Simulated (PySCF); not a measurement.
GaH3O2Se, SMILES [SeH][Ga]([OH])[OH].

Coordinates come from a PBE0-D3(BJ)/def2-SVP optimisation. The values are those of a single conformer.

All values below come from B3LYP/def2-TZVP (PySCF).

Symmetry labels are those of the subgroup Cs that the program uses (full group Cs).

Computed valence orbital energies around the gap with their symmetry:
| orbital | symmetry | energy (eV) |
|---|---|---|
| HOMO−7 | A' | -13.09 |
| HOMO−6 | A' | -11.28 |
| HOMO−5 | A' | -10.20 |
| HOMO−4 | A' | -9.38 |
| HOMO−3 | A" | -9.30 |
| HOMO−2 | A' | -8.63 |
| HOMO−1 | A" | -8.61 |
| HOMO | A" | -7.23 |
| LUMO | A' | -1.27 |
| LUMO+1 | A" | -0.39 |
| LUMO+2 | A' | -0.35 |
| LUMO+3 | A' | 0.92 |
